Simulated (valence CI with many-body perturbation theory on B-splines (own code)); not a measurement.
Ta LXI: calculated level list

Calculated by relativistic CI+MBPT: three valence electrons over a frozen Dirac-Fock core [Ne], radial functions for each j: 9 s, 9 p, 8 d, 6 f, 3 g, 1 h, with the one-electron correlation potential Σ1, the two-electron term Σ2, the three-electron term Σ3, Breit, model QED; selected CI, second order for the rest, scaled by the run's own slope (own B-spline code, finite nucleus).

No measured spectrum was set against this ion. As an estimate, large intervals hold to a few tenths of a per cent, small ones and those within an open d or f shell to about a per cent.

Levels 1 to 34 of 34, with energies above the lowest level, (3s^2 3p1/2) J=1/2. "Leading %" is the weight of the configuration and term that name the level; weights of strongly mixed levels are sums over their largest components and can fall short, so below about 35 % the name and the second component can differ from the true leading terms, or belong to a minority configuration. In the jj column 3d3/2^4 stands for four electrons in 3d with j = 3/2.

```
No.  Configuration  Term    J  E (eV)  Leading %              Leading jj      g
  1          3s²3p   ²P°  1/2     0.0        100      3s^2 3p1/2 (100 %)  0.648
  2          3s3p²    ⁴P  1/2   163.8         53       3s 3p1/2^2 (99 %)  2.112
  3          3s²3p   ²P°  3/2   340.7         99       3s^2 3p3/2 (99 %)  1.321
  4          3s3p²    ⁴P  3/2   474.8         89   3s 3p1/2 3p3/2 (99 %)  1.629
  5          3s3p²    ²D  5/2   492.6         61   3s 3p1/2 3p3/2 (98 %)  1.336
  6          3s3p²    ²D  3/2   513.5         50   3s 3p1/2 3p3/2 (81 %)  0.967
  7          3s3p²    ²P  1/2   523.3         69   3s 3p1/2 3p3/2 (98 %)  1.260
  8          3s²3d    ²D  3/2   570.4         80       3s^2 3d3/2 (80 %)  0.827
  9          3s²3d    ²D  5/2   638.9         97       3s^2 3d5/2 (97 %)  1.196
 10            3p³   ²P°  3/2   674.2         28    3p1/2^2 3p3/2 (58 %)  1.071
 11         3s3p3d   ⁴F°  3/2   687.5         58   3s 3p1/2 3d3/2 (71 %)  0.713
 12         3s3p3d   ⁴F°  5/2   699.7         43   3s 3p1/2 3d3/2 (98 %)  1.021
 13         3s3p3d   ⁴D°  1/2   725.7         58   3s 3p1/2 3d3/2 (99 %)  0.397
 14         3s3p3d   ⁴D°  3/2   732.1         33   3s 3p1/2 3d3/2 (86 %)  1.283
 15         3s3p3d   ⁴P°  5/2   777.0         38   3s 3p1/2 3d5/2 (99 %)  1.349
 16         3s3p3d   ⁴F°  7/2   790.8         43   3s 3p1/2 3d5/2 (98 %)  1.237
 17         3s3p3d   ²F°  5/2   800.9         51   3s 3p1/2 3d5/2 (98 %)  1.036
 18         3s3p3d   ²D°  3/2   805.8         37   3s 3p1/2 3d5/2 (90 %)  1.109
 19          3s3p²    ⁴P  5/2   827.6         60       3s 3p3/2^2 (99 %)  1.428
 20          3s3p²    ²S  1/2   864.2         68       3s 3p3/2^2 (99 %)  1.921
 21          3s3p²    ²P  3/2   870.7         59       3s 3p3/2^2 (97 %)  1.185
 22          3p²3d    ²D  3/2   883.5         40    3p1/2^2 3d3/2 (97 %)  0.780
 23          3p²3d    ²D  5/2   974.8         33    3p1/2^2 3d5/2 (98 %)  1.191
 24            3p³   ²D°  5/2  1008.3         69    3p1/2 3p3/2^2 (69 %)  1.171
 25            3p³   ⁴S°  3/2  1013.0         49    3p1/2 3p3/2^2 (92 %)  1.419
 26            3p³   ²P°  1/2  1029.7         81    3p1/2 3p3/2^2 (81 %)  0.734
 27         3s3p3d   ⁴D°  3/2  1040.8         43   3s 3p3/2 3d3/2 (97 %)  1.287
 28         3s3p3d   ⁴P°  1/2  1042.6         80   3s 3p3/2 3d3/2 (95 %)  2.147
 29         3s3p3d   ⁴D°  5/2  1044.7         40   3s 3p3/2 3d3/2 (79 %)  1.221
 30         3s3p3d   ⁴F°  7/2  1047.6         42   3s 3p3/2 3d3/2 (94 %)  1.230
 31         3s3p3d   ²D°  3/2  1074.9         61   3s 3p3/2 3d3/2 (88 %)  0.984
 32         3s3p3d   ²F°  5/2  1087.9         66   3s 3p3/2 3d3/2 (90 %)  0.960
 33         3s3p3d   ²P°  1/2  1093.2         64   3s 3p3/2 3d3/2 (86 %)  0.609
 34         3s3p3d   ⁴F°  9/2  1097.8        100  3s 3p3/2 3d5/2 (100 %)  1.321
```

The ionisation energy to 3s² ¹S0 of the next ion comes out as 6503.2 eV (NIST: 6502 ± 10 eV (theoretical)). All 34 levels together are meant to be complete up to 1117.9 eV.
